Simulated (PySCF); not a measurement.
```xyz
3
charge 0 multiplicity 1, angstrom
Y    -0.3527    0.0000   -0.4390
O    -1.9114    0.0000    0.4545
Cl    1.7665    0.0000    0.8925
```

These are results of PySCF, PBE0, basis Y def2-TZVP with ECP28, O def2-TZVP, Cl def2-TZVP (scalar-relativistic core potentials, no spin–orbit coupling, density fitting), not measurements.

This geometry of YOCl is a stationary point at this level.

(1) What is the point group?

(2) Is it a minimum?

(3) List the harmonic modes with their infrared intensities.

## Answers

(1) Cs.

(2) Yes: all harmonic wavenumbers are real.

(3) 
```json
{"symmetry": "a'", "ω (cm⁻¹)": "128", "IR (km/mol)": "27.7", "type": "bend"}
{"symmetry": "a'", "ω (cm⁻¹)": "335", "IR (km/mol)": "85.0", "type": "stretch"}
{"symmetry": "a'", "ω (cm⁻¹)": "876", "IR (km/mol)": "260", "type": "stretch"}
```

Stability towards spin polarisation was not tested. Other isomers or separated fragments may lie lower.
